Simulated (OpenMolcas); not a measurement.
**Levels of Se IV by method**

```
Program             : OpenMolcas 26.06
Basis               : ANO-RCC-VQZP [7s6p4d2f1g]
Scalar Hamiltonian  : DKH2, point nucleus
Active space        : 1 electron in 9 orbitals (RAS2 4p; RAS3 4d 5s, at most 1 electron)
State averaging     : 2S+1 = 2 odd, 3 roots; 2S+1 = 2 even, 6 roots
Spin-orbit coupling : state interaction with AMFI integrals over the reference wave functions, term energies averaged over their components
```

Methods on the same reference wave functions:
A. RASSCF
B. SS-RASPT2, IPEA 0.25 Eh, imaginary shift 0.1 Eh (closed shells correlated: 3d 4s)
C. XMS-RASPT2, IPEA 0.25 Eh, imaginary shift 0.1 Eh (closed shells correlated: 3d 4s)

Energies in cm-1 above 4s2 4p 2P* 1/2, the measured ground level; measured values from Moore, Atomic Energy Levels, vol. II, NSRDS-NBS 35 (1971 reprint of NBS Circular 467, 1952).

```json
{"Level": "4s2 4p 2P* 1/2", "A": "0.0", "B": "0.0", "C": "0.0", "Measured": "0.0"}
{"Level": "4s2 4p 2P* 3/2", "A": "3910", "B": "3910", "C": "3910", "Measured": "4376"}
{"Level": "4s2 4d 2D 3/2", "A": "147045", "B": "143070", "C": "142290", "Measured": "153217"}
{"Level": "4s2 4d 2D 5/2", "A": "147322", "B": "143350", "C": "142570", "Measured": "153606"}
{"Level": "4s2 5s 2S 1/2", "A": "156723", "B": "157830", "C": "158410", "Measured": "157241"}
```

Deviations, from unrounded energies. A percentage is the sum of absolute deviations over the sum of measured energies, with the sign that they share, or ± where signs differ.

```
                  Against measurement  Levels      A      B      C
       mean absolute deviation (cm-1)       4   3400   5400   5900
fine structure of the ground term (%)       1  -10.6  -10.6  -10.6
             other configurations (%)       3   -2.8   ±4.5   ±5.0
```

A lies closest to measurement on these levels and C furthest from it. The largest miss of A in the table is 4s2 4d 2D 5/2, by -6300 cm-1. The ranking rests on the paired levels alone, and a cruder setting can come out closer through cancelling errors.

Between B and C the level of the table that moves most is 4s2 4d 2D 3/2, by 770 cm-1 (lowest in C, highest in B). Moves below CASPT2's spread within the term are not significant.

The mean deviations of B to C differ by less than CASPT2's widest spread within a term (680 cm-1), so their order carries little weight.

The lowest spin-free term lies below A's lowest term by 0.131 hartree in B, 0.135 hartree in C.

CASPT2 breaks the degeneracy within a term, and the mean is taken; among the terms shown or strongly mixed into the levels shown the widest spread is 680 cm-1 (4s2 4d 2D, C). Over all roots computed the reference weight is 0.90 to 0.97 in C; the roots of lowest weight are the least certain, and an intruder state may touch them. ANO sets are built for valence states and can reach diffuse excited orbitals poorly, and with the s shell closed the s pⁿ⁺¹ terms that mix with these levels are absent. With one active electron the reference holds no correlation, so core polarisation is missing (holds for A). With one active electron, CASPT2 adds the correlation within the correlated inactive shells and between them and that electron, and leaves the splitting within a term as the reference gives it (holds for B; C). Measured partners are found by configuration, term and J. A level has none where our copy of the source lacks it or the pairing is in doubt (some pairs that miss far off the trend of their configuration count as doubtful), and it then counts in no deviation. Levels of configurations outside the active space are missing.

* marks odd parity.
